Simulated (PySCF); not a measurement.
**Radial density of Ir⁶⁰⁺ (iridium, charge +60)**

r2SCANh, [Ne] 3s2 3p5, 2P determinant. Calculation: PySCF 2.14, in an even-tempered Gaussian basis (17 s from 16 bohr⁻², ratio 2.5; 12 p from 21 bohr⁻², ratio 2.5; 4 d from 86 bohr⁻², ratio 2.7; 4 f from 130 bohr⁻², ratio 2.7); scalar relativity by spin-free X2C-1e.

```
r (bohr)  4πr²ρ (e/bohr)  4πr²(ρα − ρβ)
  0.0135           105.9         0.5696
  0.0226           91.48         1.7091
  0.0381           118.0         2.7770
  0.0640           114.9         0.6929
   0.108           48.08         2.2898
   0.181           49.54         6.7934
   0.305           5.900         0.8452
   0.512         0.02353         0.0031
```

Densities and radii are taken from the X2C orbitals without a picture-change correction, which distorts them close to the nucleus.

Spin-orbit coupling, absent here, splits the open shell strongly.
